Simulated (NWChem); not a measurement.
System: CH$_{3}$ClMg; SMILES [CH3][Mg][Cl]

The following NWChem deck was run.

```
start job
memory heap 200 mb stack 900 mb global 1100 mb
geometry units angstroms noautosym nocenter noautoz
  Mg    -0.062736    -0.291924     0.000140
  Cl     0.366935     1.890143    -0.000367
  C     -0.466010    -2.341737     0.000614
  H      0.172310    -2.879989    -0.731324
  H     -1.524296    -2.546779    -0.265679
  H     -0.280052    -2.790948     0.998863
end
basis spherical
  Mg library cc-pvtz
  Cl library cc-pvtz
  C library cc-pvtz
  H library cc-pvtz
end
dft
  xc bhlyp
  iterations 150
end
tddft
  cis
  ecut -98.0
  nroots 6
  notriplet
end
task tddft energy
```

NWChem printed, in part:

```
             Northwest Computational Chemistry Package (NWChem) 7.3.0
             --------------------------------------------------------

                             Geometry "geometry" -> ""
                             -------------------------

 Output coordinates in angstroms (scale by  1.889725989 to convert to a.u.)

  No.       Tag          Charge          X              Y              Z
 ---- ---------------- ---------- -------------- -------------- --------------
    1 Mg                  12.0000    -0.06273600    -0.29192400     0.00014000
    2 Cl                  17.0000     0.36693500     1.89014300    -0.00036700
    3 C                    6.0000    -0.46601000    -2.34173700     0.00061400
    4 H                    1.0000     0.17231000    -2.87998900    -0.73132400
    5 H                    1.0000    -1.52429600    -2.54677900    -0.26567900
    6 H                    1.0000    -0.28005200    -2.79094800     0.99886300

 Effective nuclear repulsion energy (a.u.)     101.4010154781

                                 NWChem DFT Module
                                 -----------------

 Summary of "ao basis" -> "ao basis" (spherical)
 ------------------------------------------------------------------------------
       Tag                 Description            Shells   Functions and Types
 ---------------- ------------------------------  ------  ---------------------
 Mg                         cc-pvtz                 12       34   5s4p2d1f
 Cl                         cc-pvtz                 12       34   5s4p2d1f
 C                          cc-pvtz                 10       30   4s3p2d1f
 H                          cc-pvtz                  6       14   3s2p1d

            General Information
            -------------------
          SCF calculation type: DFT
          Wavefunction type:  closed shell.
          No. of atoms     :     6
          No. of electrons :    38
           Alpha electrons :    19
            Beta electrons :    19
          Charge           :     0
          Spin multiplicity:     1
          Use of symmetry is: off; symmetry adaption is: off
          Maximum number of iterations: 150
          AO basis - number of functions:   140
                     number of shells:    52
          Convergence on energy requested:  1.00D-06
          Convergence on density requested:  1.00D-05
          Convergence on gradient requested:  5.00D-04

              XC Information
              --------------
                        BHLYP Method XC Functional
                     Hartree-Fock (Exact) Exchange  0.500
                        Slater Exchange Functional  0.500 local
                    Becke 1988 Exchange Functional  0.500 non-local
              Lee-Yang-Parr Correlation Functional  1.000

             Grid Information
             ----------------
          Grid used for XC integration:  medium
          Radial quadrature: Mura-Knowles
          Angular quadrature: Lebedev.
          Tag              B.-S. Rad. Rad. Pts. Rad. Cut. Ang. Pts.
          ---              ---------- --------- --------- ---------
          Mg                  1.50       88          10.0       590
          Cl                  1.00       88          12.0       590
          C                   0.70       49          11.0       434
          H                   0.35       45          12.0       434
          Grid pruning is: on
          Number of quadrature shells:   360
          Spatial weights used:  Erf1

      Superposition of Atomic Density Guess
      -------------------------------------

 Sum of atomic energies:        -698.26971642

      Non-variational initial energy
      ------------------------------

 Total energy =    -698.929643
 1-e energy   =   -1167.829841
 2-e energy   =     367.499182
 HOMO         =      -0.342910
 LUMO         =      -0.064656

[...]

                                NWChem TDDFT Module
                                -------------------

            General Information
            -------------------
           No. of orbitals :     280
            Alpha orbitals :     140
             Beta orbitals :     140
        Alpha frozen cores :       0
         Beta frozen cores :       0
     Alpha frozen virtuals :       0
      Beta frozen virtuals :       0
         Spin multiplicity :       1
    Number of AO functions :     140
        Use of symmetry is : off
      Symmetry adaption is : off
         Schwarz screening :  0.10D-07

              XC Information
              --------------
                 BHLYP Method XC Functional
              Hartree-Fock (Exact) Exchange   0.50
                 Slater Exchange Functional   0.50 local
             Becke 1988 Exchange Functional   0.50 non-local
       Lee-Yang-Parr Correlation Functional   1.00

             TDDFT Information
             -----------------
          Calculation type : Tamm-Dancoff TDDFT
         Wavefunction type : Restricted singlets
          No. of electrons :      38
           Alpha electrons :      19
            Beta electrons :      19
              No. of roots :       6
          Max subspacesize :    5200
            Max iterations :     100
               Target root :       1
           Target symmetry : none
             Energy Cutoff :-0.98D+02
      Symmetry restriction : off
                 Algorithm : Optimal
        Davidson threshold :  0.10D-03

    6 smallest eigenvalue differences (eV)
--------------------------------------------------------
  No. Spin  Occ  Vir  Irrep   E(Occ)    E(Vir)   E(Diff)
--------------------------------------------------------
    1    1    1   20 a      -102.764    -0.022  2795.766
    2    1    1   21 a      -102.764     0.012  2796.667
    3    1    1   22 a      -102.764     0.012  2796.667
    4    1    1   23 a      -102.764     0.050  2797.722
    5    1    1   24 a      -102.764     0.107  2799.257
    6    1    1   25 a      -102.764     0.107  2799.257
--------------------------------------------------------

  Entering Davidson iterations
  Restricted singlet excited states

  Iter   NTrls   NConv    DeltaV     DeltaE      Time
  ----  ------  ------  ---------  ---------  ---------
    1      6       0     0.73E-01   0.10+100       76.3
    2     12       0     0.89E-01   0.14E-01       69.1
    3     18       0     0.29E-01   0.16E-01       75.4
    4     24       0     0.75E-02   0.88E-03       78.8
    5     30       4     0.26E-03   0.75E-05       73.6
    6     32       6     0.32E-04   0.45E-07       72.1
  ----  ------  ------  ---------  ---------  ---------
  Convergence criterion met

  Ground state a        -700.278835844676 a.u.

  ----------------------------------------------------------------------------
  Root   1 singlet a            102.621570862 a.u.             2792.4762 eV
  ----------------------------------------------------------------------------
     Transition Moments    X  0.00090   Y  0.00457   Z -0.00000
     Dipole Oscillator Strength                    0.0014858137
     Electric Quadrupole                           0.0022078889
     Magnetic Dipole                               0.0000000214
     Total Oscillator Strength                     0.0036937241

     Occ.    1  a   ---  Virt.   20  a        0.93548
     Occ.    1  a   ---  Virt.   23  a        0.23449
     Occ.    1  a   ---  Virt.   26  a       -0.20292
     Occ.    1  a   ---  Virt.   34  a        0.12756
     Occ.    1  a   ---  Virt.   35  a        0.05033
     Occ.    1  a   ---  Virt.   41  a       -0.05126
  ----------------------------------------------------------------------------
  Root   2 singlet a            102.670106034 a.u.             2793.7969 eV
  ----------------------------------------------------------------------------
     Transition Moments    X  0.00363   Y -0.00071   Z  0.00247
     Dipole Oscillator Strength                    0.0013527899
     Electric Quadrupole                           0.0015158249
     Magnetic Dipole                               0.0025596361
     Total Oscillator Strength                     0.0054282510

     Occ.    1  a   ---  Virt.   21  a       -0.96100
     Occ.    1  a   ---  Virt.   24  a       -0.19061
     Occ.    1  a   ---  Virt.   28  a        0.06222
     Occ.    1  a   ---  Virt.   32  a       -0.15249
     Occ.    1  a   ---  Virt.   40  a       -0.08651
     Occ.    1  a   ---  Virt.   50  a       -0.05063
  ----------------------------------------------------------------------------
  Root   3 singlet a            102.670109895 a.u.             2793.7970 eV
  ----------------------------------------------------------------------------
     Transition Moments    X -0.00242   Y  0.00048   Z  0.00370
     Dipole Oscillator Strength                    0.0013528507
     Electric Quadrupole                           0.0015158913
     Magnetic Dipole                               0.0025597198
     Total Oscillator Strength                     0.0054284617

     Occ.    1  a   ---  Virt.   22  a       -0.96100
     Occ.    1  a   ---  Virt.   25  a       -0.19064
     Occ.    1  a   ---  Virt.   27  a        0.06222
     Occ.    1  a   ---  Virt.   33  a       -0.15248
     Occ.    1  a   ---  Virt.   39  a       -0.08651
     Occ.    1  a   ---  Virt.   51  a       -0.05063
  ----------------------------------------------------------------------------
  Root   4 singlet a            102.730426131 a.u.             2795.4383 eV
  ----------------------------------------------------------------------------
     Transition Moments    X  0.00044   Y  0.00222   Z -0.00000
     Dipole Oscillator Strength                    0.0003509596
     Electric Quadrupole                           0.0004993069
     Magnetic Dipole                               0.0000000040
     Total Oscillator Strength                     0.0008502705

[...]
```

Level: BHandHLYP/cc-pVTZ, restricted-window TDA. The geometry was optimised at PBE-D3(BJ)/def2-SVP. The quadrupole and magnetic terms of the printed total strengths depend on the origin.
